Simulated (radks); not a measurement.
The chlorine anion Cl-, [Ar], held by a Watson sphere: a shell of charge +1 at radius R that stands for the Madelung well of a crystal (potential energy -1/R inside, -1/r outside, in hartree with lengths in bohr). Calculated with a radial shooting solver on a logarithmic mesh with Libxc functionals: non-relativistic Kohn-Sham, LB94 model potential, spin-polarised, spherical densities, point nucleus. Response by self-consistent Sternheimer equations with the Hartree and adiabatic LDA kernel. The sphere does not respond.

| R (bohr) | e(2p) (eV) | e(3s) (eV) | e(3p) (eV) | <r> 3p (bohr) | sum of <r^2> (bohr^2) | X-ray form factor at sin(theta)/lambda = 0.3 1/angstrom | alpha (bohr^3) |
|---|---|---|---|---|---|---|---|
| 3.08 | -204.36 | -23.174 | -11.876 | 1.960 | 35.69 | 9.585 | 23.29 |
| 3.53 | -203.72 | -22.411 | -11.126 | 1.980 | 36.44 | 9.588 | 25.58 |
| 3.73 | -203.44 | -22.105 | -10.821 | 1.987 | 36.70 | 9.589 | 26.49 |
| 3.94 | -203.17 | -21.804 | -10.520 | 1.992 | 36.93 | 9.590 | 27.36 |
| 4.28 | -202.74 | -21.357 | -10.072 | 1.999 | 37.23 | 9.591 | 28.61 |
| 4.54 | -202.45 | -21.046 | -9.761 | 2.003 | 37.40 | 9.591 | 29.41 |
